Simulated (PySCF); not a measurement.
## How methods differ on the excitation energy of Mg+

Mg+ [Ne] 3s1 (2S) → Mg+ [Ne] 3p1 (2P), as a difference of total energies. All numbers are calculated (PySCF 2.14, the non-relativistic Hamiltonian (point nucleus), in aug-cc-pVQZ with one added diffuse shell each of s, p, d, f, g type (8s7p5d4f3g, 109 functions)). The calculations carry no spin-orbit coupling.

```json
{"method": "UHF", "excitation energy (eV)": "4.277"}
{"method": "LDA", "excitation energy (eV)": "4.215"}
{"method": "PBE", "excitation energy (eV)": "4.059"}
{"method": "PBE0", "excitation energy (eV)": "4.117"}
{"method": "r2SCAN", "excitation energy (eV)": "4.026"}
{"method": "PBEsol", "excitation energy (eV)": "4.047"}
{"method": "wB97X", "excitation energy (eV)": "4.036"}
{"method": "BP86", "excitation energy (eV)": "4.003"}
```

Task: Which method comes closest to the reference value, and which is furthest?

Result: The reference is 4.43 eV (measured; NIST levels, between the centres of gravity of the two terms). Closest: UHF (error -0.153 eV); furthest: BP86 (error -0.427 eV).
